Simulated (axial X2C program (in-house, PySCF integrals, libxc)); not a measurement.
**Spectroscopic constants of PbO**

Calculated with an in-house relativistic program for diatomic molecules. Spin-free means the one-electron spin-free X2C Hamiltonian; two-component (2c) means X2C with spin–orbit coupling and atomic mean-field two-electron Coulomb and Gaunt terms, so the difference of the two also holds small scalar two-electron terms. Basis: Pb dyall-cv4z [14s16p11d7f3g], O dyall-av4z [8s7p4d3f2g] (cores contracted in-house); Gaussian nuclei, density fitting, unrestricted open shells. Masses: Pb 207.977 u, O 15.995 u.

Input:
```json
{
 "zs": [
  82,
  8
 ],
 "q": 0,
 "bas": [
  "dyall-cv4z",
  "dyall-av4z"
 ],
 "levels": [
  "PBE0",
  "HF",
  "TPSS",
  "B97-3",
  "LDA"
 ],
 "cc": true,
 "r0": 1.92,
 "thr": -2.0,
 "nmax": 180
}
```
```bash
python so2c.py task.json out
```

Keys: zs atomic numbers; q charge; bas basis sets; levels methods; cc coupled cluster on or off; r0 starting distance in Å; thr threshold in hartree for freezing inner shells (an s shell follows its p shell); nmax most natural virtual spinors. HF also brings MP2.

State, spin-free: M_S = 0, Λ = 0 (closed shell); electrons by block: σα: 17, σβ: 17, π+α: 9, π+β: 9, π-α: 9, π-β: 9, δ+α: 4, δ+β: 4, δ-α: 4, δ-β: 4, φ+α: 1, φ+β: 1, φ-α: 1, φ-β: 1. Fragments: Pb + O.

State, 2c: Ω = 0 (closed shell); electrons by block: 1/2: 26, -1/2: 26, 3/2: 13, -3/2: 13, 5/2: 5, -5/2: 5, 7/2: 1, -7/2: 1. Fragments: Pb + O.

```csv
Hamiltonian,level,Re (Å),ωe (cm⁻¹),ωexe (cm⁻¹),αe (cm⁻¹),De (eV),D0 (eV),k (mdyn/Å),μ (D)
spin-free,PBE0,1.900,788.9,2.74,0.00159,4.74,4.69,5.45,-4.75
spin-free,HF,1.864,876.3,2.74,0.00149,0.946,0.891,6.72,-5.57
spin-free,MP2,1.929,735.9,n/a,0.00152,5.82,5.78,4.74,n/a
spin-free,TPSS,1.929,739.3,2.77,0.00163,5.27,5.23,4.78,-4.49
spin-free,B97-3,1.906,779.6,2.72,0.00159,4.95,4.90,5.32,-4.91
spin-free,LDA,1.908,760.9,2.83,0.00166,6.68,6.64,5.07,-4.30
2c,TPSS,1.929,729.1,2.92,0.00169,4.30,4.25,4.65,-4.38
2c,LDA,1.907,750.9,2.98,0.00171,5.41,5.36,4.93,-4.19
```

Correlated methods: 20 electrons correlated (number of frozen shells: Pb 5 s, 4 p, 2 d, 1 f; O 1 s), 402 virtual spin orbitals or spinors in MP2.

Dipoles are positive if O is the positive end.

One determinant describes the state; a PBE0 search over occupations chose it and may have missed a lower one. The closed shell is kept restricted, so the energy runs too high when the bond is stretched far. De is counted from the lowest determinant-based energies of the atoms at the same level, without counterpoise correction. A 2c atom that is not at its ground J level misses part of its spin–orbit lowering, and De is too large by that part (0.04 eV or less for light atoms). This holds for TPSS, LDA. Without a current term, density functionals place determinants with orbital angular momentum somewhat too high. Some points did not converge and are left out. The stretched end of a curve changes character and is left out.

No reliable constants came from B97-3 (2c), HF (2c), MP2 (2c), PBE0 (2c): no minimum in range, unconverged points, a curve that is not smooth, a change of character along it, or the two Hamiltonians disagreeing along it.

Rough cost a point (2c) on 2 thread(s) of a shared host, integrals apart: TPSS 2.6 s, LDA 1.2 s.

The whole task took 18 min on 2 threads of Intel(R) Xeon(R) Platinum 8259CL CPU @ 2.50GHz (Skylake/Cascade Lake) (shared host).
